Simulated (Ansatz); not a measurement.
# Worked example: In(CH3)(OH)2 + Sc(OH)3 → In(OH)3 + Sc(CH3)(OH)2

Species: In(CH3)(OH)2, singlet; Sc(OH)3, singlet; In(OH)3, singlet; Sc(CH3)(OH)2, singlet. The partners trade CH3 for OH: In–CH3 and Sc–OH bonds give way to In–OH and Sc–CH3.

Shapes, held fixed at every level: PBE0-D4/def2-TZVP. Flexible molecules stand in one conformer, not always the lowest. Programs: Ansatz 0.2.0. Electronic energies: no zero-point or thermal term.

At CCSD(T)/def2-TZVPP; 1 Eh = 2625.50 kJ/mol:

```
     species  energy (Eh)
In(CH3)(OH)2  -380.832467
     Sc(OH)3  -987.495882
     In(OH)3  -416.743110
Sc(CH3)(OH)2  -951.523431
```

Work out ΔE of the reaction at this level.


1. Products less reactants: (-416.743110) + (-951.523431) − [(-380.832467) + (-987.495882)] = 0.061808 Eh = +162.3 kJ/mol.

Other levels give +159.0 (HF/def2-TZVPP) to +168.2 kJ/mol (MP2/def2-TZVPP). No measured value is set beside it here. For atoms past krypton def2 sets carry core potentials with scalar relativity. Outer-core shells of In, Sc are correlated, in sets that cover them unevenly.
